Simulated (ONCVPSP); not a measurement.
Ti (Z = 22): one change to an ONCV potential, before and after

- Element: titanium (Ti)
- Generator: ONCVPSP 4.0.1
- Type: optimised norm-conserving Vanderbilt (ONCV)
- Functional: PBE
- Relativity: scalar-relativistic
- Frozen core: [Ar]
- Valence charge: 4
- Reference configuration: 3d2 4s2
- Partial waves: 4s: rc 2.95 bohr, ncon 3, nbas 6, qcut 2.1 1/bohr, 2 projectors, debl 0.8 Ha; p scattering state at 0.2 Ha: rc 2.70 bohr, ncon 3, nbas 6, qcut 2.4 1/bohr, 3 projectors, debl 0.8 Ha; 3d: rc 1.35 bohr, ncon 4, nbas 9, qcut 12.9 1/bohr, 2 projectors, debl 1.8 Ha
- Local potential: polynomial inside 1.10 bohr (lpopt 5, dvloc0 2 Ha)
- Core correction: none

In the p channel the program set the typed energies aside and used 0.050, 0.850, 1.650 Ha.

Change: s: qcut 1.9.

Cutoffs: the cutoffs (Ha) at which the residual kinetic energy of the hardest occupied pseudo-wave falls to 1 and 0.1 mHa per electron; they do not see the model core or the augmentation charge, which bear on the density cutoff. Errors are all-electron minus pseudo energies relative to the spin-unpolarised reference configuration.

Question: How do hardness, ghosts and transferability respond?

Answer: The potential gets neither clearly harder nor softer (52 Ha and 62 Ha → 52 Ha and 62 Ha); both files keep a bound ghost (p, s); of the 4 tests that both files solve, the error grows in 0 and shrinks in 3 by more than 15 % and 0.3 meV (median size 111.6 → 97.0 meV).

```csv
quantity,base,changed
"cutoff, loose",52 Ha,52 Ha
"cutoff, tight",62 Ha,62 Ha
loose cutoff by channel,"s 2.4 Ha, d 52 Ha","s 3.1 Ha, d 52 Ha"
bound ghosts,"s, p","s, p"
GHOST(+) flags under 300 eV,"p at 56.6 eV, p at 218.3 eV","p at 56.6 eV, p at 218.3 eV"
"error for 3d2 4s1, meV [ΔE 7.35 eV]",+5.0,+4.0
"error for 3d2 4s0, meV [ΔE 20.92 eV]",+187,+177
"error for 3d1 4s0, meV [ΔE 47.87 eV]",+324,+268
"error for 3d3 4s0, meV [ΔE 7.39 eV]",-36,-17
s: phases at 3.00 bohr within 0.05 rad from the reference energy up to (Ha; the scan ends near 5),1.6,1.6
p: phases at 2.74 bohr within 0.05 rad from the reference energy up to (Ha; the scan ends near 5),2.0,2.0
d: phases at 1.37 bohr within 0.05 rad from the reference energy up to (Ha; the scan ends near 5),to the end of the scan,to the end of the scan
```

 A true bound ghost makes a file unfit for plane-wave use even where its test errors are small: the radial tests pick states by their node count and pass the ghost by.
